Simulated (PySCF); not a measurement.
NbOCl3, SMILES [O]=[Nb]([Cl])([Cl])[Cl], multiplicity 1.

The structure is a stationary point at B3LYP-D3(BJ)/def2-SVP. The spin state was assumed, not searched. The isomer is the one that the SMILES or the coordinates give; other isomers of the formula were not compared. The def2 effective core potentials stand for the cores of Nb; spin–orbit coupling is left out.

Two levels are set side by side: PBE/def2-TZVP (PySCF) and CAM-B3LYP/def2-TZVP (PySCF). Same geometry, gas phase. Differences are taken from unrounded values.

```json
[
 {"quantity": "orbital gap (eV)", "CAM-B3LYP": "8.77", "PBE": "4.25", "PBE minus CAM-B3LYP": "-4.52"},
 {"quantity": "highest occupied level (eV)", "CAM-B3LYP": "-11.21", "PBE": "-8.39", "PBE minus CAM-B3LYP": "2.81"},
 {"quantity": "lowest empty level (eV)", "CAM-B3LYP": "-2.44", "PBE": "-4.15", "PBE minus CAM-B3LYP": "-1.71"},
 {"quantity": "dipole moment (D)", "CAM-B3LYP": "1.09", "PBE": "1.01", "PBE minus CAM-B3LYP": "-0.07"},
 {"quantity": "mean polarisability (bohr³)", "CAM-B3LYP": "77.5", "PBE": "81.6", "PBE minus CAM-B3LYP": "4.1"}
]
```

Without exact exchange PBE keeps part of each electron's self-repulsion, which lifts occupied levels and narrows the gap. Loosely held outer electrons make PBE densities more polarisable. Differences between two approximate levels are no errors against the true value.

Rough cost on one machine, each run with all the roots and properties that it gave: CAM-B3LYP against PBE within a factor of 2.
